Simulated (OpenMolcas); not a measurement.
Os4+ among 6 point charges of -1.5 e arranged as an octahedron (Oh), 2.06 Å from the ion.

- Program: OpenMolcas 26.06
- Method: CASSCF
- Basis: ANO-RCC-VTZP [8s7p5d3f2g1h]
- Scalar Hamiltonian: DKH2, point nucleus
- Active space: 4 electrons in 5 orbitals (5d)
- State averaging: 2S+1 = 5 even, 5 roots; 2S+1 = 3 even, 45 roots; 2S+1 = 1 even, 50 roots
- Spin-orbit coupling: RASSI with atomic mean-field integrals over the reference wave functions

(1) What is the spin-free ground state (labels of O, the rotations of Oh)?

(2) Where is the first state of the same spin?

(3) What are the lowest two levels with spin-orbit coupling?

(4) What is χT at 300 K?

(5) Which ligand-field parameters describe the states?

Answers

(1) 5E, 2-fold in its orbital part, 100 % from free-ion D terms; it has the highest spin that d4 allows.

(2) 5T2 at 7070 cm-1 above the ground state.

(3) A 1-fold level A1, then a 3-fold level T1 3587 cm-1 above it. Their leading multiplicities are 5 (68 %) and 5 (85 %).

(4) 0.10 cm3 K/mol.

(5) A least-squares ligand-field fit to the states below 45000 cm-1, each weighted by its degeneracy and with a free common offset, gives 10Dq = 7263 cm-1, B = 869 cm-1 and C = 3611 cm-1 (C/B = 4.16), with an rms deviation of 90 cm-1. 

Spin-orbit coupling mixes the spin-free states strongly: the lowest level takes only 47 % from its leading state, 5E. Without dynamic correlation the repulsion within the d shell is too large (B by tens of per cent), so at a given field states of lower spin stand too high. This shell can be high or low spin here, a state of another spin lies low, and with metal d orbitals alone active their balance is uncertain, so the ground spin may be wrong. Point charges give a weaker field than real ligands, and real ions of this kind are as a rule low spin; the high spin found here belongs to the model. This field is weak: 10Dq is about 7263 cm-1, while octahedral complexes of 5d ions of charge 3 and more, computed by the same method with explicit ligands, had a median near 35000 cm-1. Ground spin and moment need not be those of a real site. This is an electrostatic model: the charges have no orbitals. No measured value stands beside these numbers.
